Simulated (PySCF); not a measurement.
## TlSb⁻: from constants to spectrum

ROHF-CCSD(T) constants of TlSb⁻, ²Π (doublet), unpaired electrons π ↑ (Tl aug-cc-pVDZ-PP with ECP60, Sb aug-cc-pVDZ-PP with ECP28; scalar-relativistic core potentials (PySCF 2.14); masses 204.9744 and 120.9038 u):

* ωe: 143.8 cm⁻¹
* ωexe: 0.293 cm⁻¹
* Be: 0.026973 cm⁻¹
* αe: 7.3e-05 cm⁻¹
* D (centrifugal): 3.8e-09 cm⁻¹

Give the vibrational terms G(v) and spacings up to v = 6.

G(v) = ωe(v+½) − ωexe(v+½)².

```tsv
v	G(v) (cm⁻¹)	G(v) − G(v−1)	Bv (cm⁻¹)
0	71.8		0.02694
1	215.0	143.2	0.02686
2	357.7	142.6	0.02679
3	499.7	142.0	0.02672
4	641.2	141.5	0.02664
5	782.0	140.9	0.02657
6	922.3	140.3	0.02650
```

Correlated steps freeze 8 core orbitals. These are scalar-relativistic numbers at best; spin–orbit coupling would shift them, the dissociation energy most. The state is the lowest determinant that a PBE0 search found; another state may lie lower at other levels.
